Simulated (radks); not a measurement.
Results of a calculation; reference values are marked as such.
Initial-state core-level shifts of the europium ion Eu+ when its valence configuration changes from [Xe] 4f7 6s1. Code: a radial shooting solver on a logarithmic mesh with Libxc functionals. Model: Dirac Kohn-Sham, PBEsol, spin-unpolarised, spherical densities, point nucleus; open shells fill j = l - 1/2 first. Shifts are changes of the shell-averaged eigenvalues in eV (positive: less bound).

valence                   2p       4s       4p       4d
4f6 5d1 6s1           -6.585   -7.167   -7.014   -6.740
4f6.5 6s1.5           -4.250   -4.515   -4.450   -4.336
4f6 6s1 6p1          -10.100  -10.625  -10.479  -10.223
4f6 5d1 6s0.5 6p0.5   -7.119   -7.703   -7.550   -7.277
4f8                   +6.110   +6.570   +6.496   +6.359
4f6 6s2               -9.042   -9.566   -9.421   -9.163
4f5 5d1 6s2          -17.151  -18.155  -17.787  -17.151
4f4 6s1 6p3          -35.714  -36.807  -36.157  -35.069
4f7.5 6s0.5           +3.553   +3.803   +3.757   +3.673
